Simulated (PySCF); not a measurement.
## How the method changes the constants of MgSe⁻

State: ²Σ⁺ (doublet), unpaired electrons σ ↑. Set-up: Mg aug-cc-pVDZ, Se aug-cc-pVDZ-PP with ECP10; scalar-relativistic core potentials (PySCF 2.14). De refers to Mg + Se⁻ in their high-spin ground configurations, without counterpoise correction. The functionals are run spin-unrestricted. A positive dipole points towards Se; it is taken about the centre of mass and depends on that origin.

| Level | Re (Å) | ωe (cm⁻¹) | De (eV) | μ (D) |
| --- | --- | --- | --- | --- |
| UHF | 2.344 | 399 | n/a | -0.93 |
| UHF-MP2 | 2.362 | 394 | n/a | n/a |
| UHF-SCS-MP2 | 2.366 | 389 | n/a | n/a |
| PBE | 2.379 | 361 | 2.06 | 0.64 |
| r²SCAN | 2.353 | 381 | 2.23 | 0.26 |
| r²SCANh | 2.349 | 384 | 2.18 | 0.12 |
| PBE0 | 2.355 | 378 | 2.00 | 0.20 |
| M06 | 2.361 | 357 | 1.75 | 0.39 |
| M06-2X | 2.353 | 387 | 1.77 | -0.57 |
| LC-ωPBE | 2.327 | 402 | 1.93 | -0.35 |

The bond length runs from 2.327 Å (LC-ωPBE) to 2.379 Å (PBE). De spans 1.75 eV (M06, hybrid meta-GGA) to 2.23 eV (r²SCAN, meta-GGA).

Correlated steps freeze 5 core orbitals. Spin–orbit coupling is left out. For an ion De counts to the pair picked by the measured ionisation energies or electron affinities, which need not be the lowest pair at this level. The highest Kohn–Sham level is positive in this anion. Much of that is self-interaction error, but it also means that the finite basis helps to hold the extra electron. The state was picked by a PBE0 search and need not be the measured ground state.
